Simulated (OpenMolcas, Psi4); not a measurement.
# GeO (SMILES [O]=[Ge]): the vertical ionisation energy, rung by rung

GeO: 2 atoms, total charge 0, spin state singlet. SMILES: `[O]=[Ge]`. The shape is that of a PBE0-D4/def2-TZVP optimisation.

| atom | x (Å) | y (Å) | z (Å) |
| --- | --- | --- | --- |
| O | 0.0000 | 0.0000 | -0.0230 |
| Ge | 0.0000 | 0.0000 | 1.5995 |

Each level gives the vertical ionisation energy (to the doublet cation) (eV). The values are calculated.

| level | kind | program | value (eV) | CPU time (all runs) |
| --- | --- | --- | --- | --- |
| SVWN5/cc-pVTZ | LDA | OpenMolcas | 11.32 | 21 s |
| BLYP/cc-pVTZ | GGA | Psi4 | 10.90 | 2.8 min |
| M06-L/cc-pVTZ | meta-GGA | Psi4 | 10.81 | 2.1 min |
| B3LYP/cc-pVTZ | global hybrid | OpenMolcas | 11.06 | 30 s |
| PBE0/cc-pVTZ | global hybrid | Psi4 | 11.13 | 2.2 min |
| wB97M-V/cc-pVTZ | range-separated hybrid | Psi4 | 11.04 | 3.5 min |
| wB97X-V/cc-pVTZ | range-separated hybrid | Psi4 | 11.05 | 4.7 min |
| CCSD(T)/cc-pVTZ | coupled cluster or CI | Psi4 | 11.09 | 3.8 min |

All-electron rows without a relativistic Hamiltonian named are non-relativistic. The values span 10.81 to 11.32 eV. The coupled-cluster rows rest on a doubtful reference here (large T1 or Brueckner and Hartree–Fock orbitals at odds), and rows may lie in different states. In the correlated wave-function rows the outer d shell of Ge is correlated, in sets not made for it. CPU times are rough (shared hosts, several kinds of processor): they show what a rung costs within a factor of a few.
